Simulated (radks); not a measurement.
Problem. Radial electron density D(r) = 4 pi r^2 rho(r) of an atom or ion with 18 electrons. Method: Dirac Kohn-Sham, PBE, spin-unpolarised, spherical densities, point nucleus; computed with a radial shooting solver on a logarithmic mesh with Libxc functionals.

```
   r/bohr * D(r) (the largest magnitude, 86.1, reaches the edge; | marks zero)
  0.00144 |  *
 0.001598 |  *
 0.001787 |   *
 0.001999 |   *
 0.002218 |    *
 0.002481 |     *
 0.002775 |      *
 0.003079 |        *
 0.003444 |         *
 0.003821 |           *
 0.004274 |             *
 0.004781 |               *
 0.005305 |                 *
 0.005934 |                    *
 0.006637 |                       *
 0.007364 |                          *
 0.008237 |                             *
 0.009213 |                                *
  0.01022 |                                   *
  0.01143 |                                      *
  0.01279 |                                         *
  0.01419 |                                          *
  0.01587 |                                            *
  0.01775 |                                             *
   0.0197 |                                             *
  0.02204 |                                            *
  0.02465 |                                           *
  0.02735 |                                          *
  0.03059 |                                        *
  0.03394 |                                       *
  0.03796 |                                       *
  0.04246 |                                        *
  0.04712 |                                          *
   0.0527 |                                             *
  0.05895 |                                                 *
  0.06541 |                                                    *
  0.07316 |                                                      *
  0.08183 |                                                      *
   0.0908 |                                                   *
   0.1016 |                                              *
   0.1136 |                                      *
    0.126 |                               *
    0.141 |                         *
   0.1577 |                    *
    0.175 |                   *
   0.1957 |                    *
   0.2189 |                      *
   0.2429 |                        *
   0.2717 |                       *
   0.3015 |                    *
   0.3372 |               *
   0.3771 |          *
   0.4185 |     *
   0.4681 |  *
   0.5236 |*
   0.5809 *
   0.6498 *
   0.7268 *
   0.8064 *
    0.902 *
```

What is the nuclear charge?

Solution. Z = 54. The innermost maximum, from 1s, lies near gamma/Z bohr with gamma = sqrt(1 - (Z/c)^2) = 0.919, here 0.017 bohr (found: 0.0188), and its height grows with Z. The density is that of the xenon ion Xe36+ in [Ar]; the configuration itself is not fixed sharply by these data, and Z only to a few units. D(r) has 3 maxima, at r = 0.0188, 0.0768, 0.247 bohr, and minima at 0.0365, 0.175 bohr, inside which lie 2.03, 10.43 electrons.
